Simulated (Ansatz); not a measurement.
System: CH₅O₂Si, net charge 0, doublet state. It need not be the lowest isomer of its formula. 
Geometry from a B3LYP-D3(BJ)/def2-TZVP (Ansatz, a program for electronic structure) optimisation:
```xyz
9

Si     0.3540    -0.1961    -0.0403
C     -1.1129    -0.9283    -0.9527
O     -0.0892    -0.1885     1.5514
O      0.6291     1.3905    -0.4602
H     -0.9274    -0.9688    -2.0267
H     -1.9906    -0.3023    -0.7688
H     -1.3208    -1.9381    -0.5969
H      0.4328     0.3515     2.1517
H      1.2083     1.5568    -1.2084
```
Charge 0, spin multiplicity 2.

Total electronic energies in hartree. Correlated levels leave the core frozen unless marked. UHF or UKS for open shells. Spin-orbit coupling is left out. Non-relativistic. Basis-set limits of correlation are two-point, X^-3; Hartree-Fock from the larger set. The bracket is a focal-point correction in the basis named.

```
level                                                                 program  energy (Eh)
-------------------------------------------------------------  --------------  -----------
HF/cc-pwCVTZ                                                           Ansatz   -479.60774
RI-HF/cc-pV(T+d)Z                                                      Ansatz   -479.60533
SVWN5/def2-TZVPD                                                       Ansatz   -478.60216
BLYP-D3(BJ)/def2-TZVPD                                         Ansatz + dftd3   -481.17606
PBE0/STO-3G                                                            Ansatz   -474.78946
BHLYP-D3(BJ)/def2-TZVPD                                        Ansatz + dftd3   -481.12181
r2SCAN0-D4/def2-TZVPD                                          Ansatz + dftd4   -481.06248
HSE06-D4/def2-TZVPD                                            Ansatz + dftd4   -480.86909
CAM-B3LYP-D4/def2-TZVPD                                        Ansatz + dftd4   -481.15509
LC-wPBE/def2-TZVPD                                                     Ansatz   -481.01127
MP2/STO-3G                                                             Ansatz   -473.74043
MP2/cc-pVTZ                                                            Ansatz   -480.36187
SCS-MP2/6-31G*                                                         Ansatz   -480.01538
CCSD(T) with core electrons (1s frozen past Ne)/cc-pwCVTZ              Ansatz   -480.84890
RI-MP2/CBS(cc-pV(T+d)Z,cc-pV(Q+d)Z)+[CCSD(T)-MP2]/cc-pV(T+d)Z          Ansatz    -480.5419
```

Totals of different functionals don't rank their quality; only differences between species are comparable.
